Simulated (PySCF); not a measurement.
# Magnetisability: `C=C[C@](F)([SiH3])[SiH2]Cl`, C3H8ClFSi2

Geometry:
```json
{"atom": "C1", "x (Å)": "2.241", "y (Å)": "-0.486", "z (Å)": "-0.581"}
{"atom": "C2", "x (Å)": "1.044", "y (Å)": "0.073", "z (Å)": "-0.646"}
{"atom": "C3", "x (Å)": "-0.084", "y (Å)": "-0.185", "z (Å)": "0.286"}
{"atom": "F4", "x (Å)": "0.314", "y (Å)": "-1.121", "z (Å)": "1.269"}
{"atom": "Si5", "x (Å)": "-1.539", "y (Å)": "-1.045", "z (Å)": "-0.655"}
{"atom": "Si6", "x (Å)": "-0.533", "y (Å)": "1.406", "z (Å)": "1.276"}
{"atom": "Cl7", "x (Å)": "-1.304", "y (Å)": "2.750", "z (Å)": "-0.009"}
{"atom": "H8", "x (Å)": "2.488", "y (Å)": "-1.196", "z (Å)": "0.190"}
{"atom": "H9", "x (Å)": "3.013", "y (Å)": "-0.254", "z (Å)": "-1.293"}
{"atom": "H10", "x (Å)": "0.801", "y (Å)": "0.785", "z (Å)": "-1.423"}
{"atom": "H11", "x (Å)": "-1.961", "y (Å)": "-0.161", "z (Å)": "-1.739"}
{"atom": "H12", "x (Å)": "-2.610", "y (Å)": "-1.263", "z (Å)": "0.316"}
{"atom": "H13", "x (Å)": "-1.019", "y (Å)": "-2.310", "z (Å)": "-1.166"}
{"atom": "H14", "x (Å)": "-1.534", "y (Å)": "1.061", "z (Å)": "2.278"}
{"atom": "H15", "x (Å)": "0.678", "y (Å)": "1.954", "z (Å)": "1.877"}
```

The calculation used PySCF, GIAO HF/pcSseg-1 magnetisability, rotational g tensor and spin-rotation constants, non-relativistic, gas phase. Geometry: GFN2-xTB.

What are the magnetisability and the molar susceptibility?

Isotropic -1453 × 10⁻³⁰ J/T², or -87.5 × 10⁻⁶ cm³/mol; principal values -1524, -1465, -1369 × 10⁻³⁰ J/T², anisotropy 135 × 10⁻³⁰ J/T² (root of half the summed squared differences of the principal values). The susceptibility is in cgs units.

Split it along the inertial axes a, b, c into diamagnetic and paramagnetic parts about the centre of mass, with the quadrupole moment.


| axis | χ (10⁻⁶ cm³/mol) | diamagnetic (10⁻⁶ cm³/mol) | paramagnetic (10⁻⁶ cm³/mol) | summed x² of all electrons (Å²) | quadrupole Θ (D Å) |
| --- | --- | --- | --- | --- | --- |
| a | -88.4 | -799.7 | 711.3 | 221.7 | -5.66 |
| b | -88.9 | -1245.0 | 1156.1 | 116.8 | +4.27 |
| c | -85.2 | -1436.2 | 1351.0 | 71.7 | +1.38 |

Anisotropies 2χaa − χbb − χcc = -2.6 and 2χbb − χaa − χcc = -4.3 × 10⁻⁶ cm³/mol. Θ is traceless in Buckingham's convention.

And the rotational g tensor?


| axis | rotational constant (GHz) | g | nuclear part | electronic part |
| --- | --- | --- | --- | --- |
| a | 1.8056 | -0.0231 | 0.5803 | -0.6034 |
| b | 1.0059 | -0.0154 | 0.5309 | -0.5463 |
| c | 0.8738 | -0.0142 | 0.5404 | -0.5546 |

Asymmetric top; isotopes 12C, 35Cl, 19F, 1H, 28Si; no vibrational averaging.
